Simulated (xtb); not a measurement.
CH4N2S, SMILES NC(=S)N. All values are semi-empirical tight-binding results from xtb (GFN2-xTB unless named), good for trends rather than for accurate numbers. Geometry: GFN2-xTB. Other conformers were not sampled.

Optimised geometry:

Bonds (Å): N1–C2 1.354, N1–H5 1.007, N1–H6 1.006, C2–N3 1.354, C2–S4 1.647, N3–H7 1.007, N3–H8 1.006. Bond angles (°): C2–N1–H5 120.9, C2–N1–H6 116.7, H5–N1–H6 117.8, N1–C2–N3 117.1, N1–C2–S4 121.4, N3–C2–S4 121.4, C2–N3–H7 120.9, C2–N3–H8 116.7, H7–N3–H8 117.8.
Charge 0, spin multiplicity 1.

Computed properties:
```yaml
point_group_as_xtb_finds_it: C2
orbital_gap: 2.79 eV
zero_point_energy: 36.2 kcal/mol
G − E(el) at 298.15 K (modified RRHO): 19.3 kcal/mol
static polarisability (D4 model): 51.4 bohr³
solvation energy, GFN2-xTB/ALPB(water): -11.8 kcal/mol
solvation energy, GFN2-xTB/ALPB(octanol): -13.1 kcal/mol
```

Computed atomic charges and the Wiberg bond orders between heavy atoms:
charges (e) N1 -0.26, C2 0.22, N3 -0.26, S4 -0.46, H5 0.17, H6 0.20, H7 0.17, H8 0.20. Bond orders N1–C2 1.24, C2–N3 1.24, C2–S4 1.47.
